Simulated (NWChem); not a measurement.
Molecule: C$_{3}$H$_{6}$Cl, doublet; SMILES C[C](C)Cl

Computed with NWChem. Spin-unrestricted. Medium grid unless said otherwise, to which SCAN and Minnesota functionals are sensitive. In the optimisation the excess spin sits in a' (Cs, its own frame). The geometry was optimised at PBE0/def2-SVP, spin-unrestricted. No stability test was run on the SCF state. Total energies of different functionals are on different scales.

```
level            energy (Ha)  highest occupied level (eV)  lowest empty minus highest occupied level, either spin (eV)  dipole (D)   <S²>
---------------  -----------  ---------------------------  -----------------------------------------------------------  ----------  -----
B3LYP/def2-SVP     -577.8676                        -5.07                                                         3.71        1.47  0.754
PBE/def2-SVP       -577.4939                        -3.96                                                         1.82        1.42  0.753
M06/def2-SVP       -577.7359                        -5.18                                                         4.09        1.52  0.755
KT2/def2-SVP       -583.3001                        -4.12                                                         2.05        1.48  0.755
B97-D/def2-SVP     -577.7965                        -4.01                                                         1.95        1.48  0.755
M05-2X/def2-SVP    -577.8123                          ___                                                          ___        1.62  0.754
PW6B95/def2-SVP    -578.3536                        -5.40                                                         4.20        1.53  0.754
B3PW91/def2-SVP    -577.7768                        -5.18                                                         3.89        1.59  0.754
```

### Question
Fill in the missing entries.

### Answer

- M05-2X/def2-SVP, highest occupied level (eV): -6.57
- M05-2X/def2-SVP, lowest empty minus highest occupied level, either spin (eV): 6.56
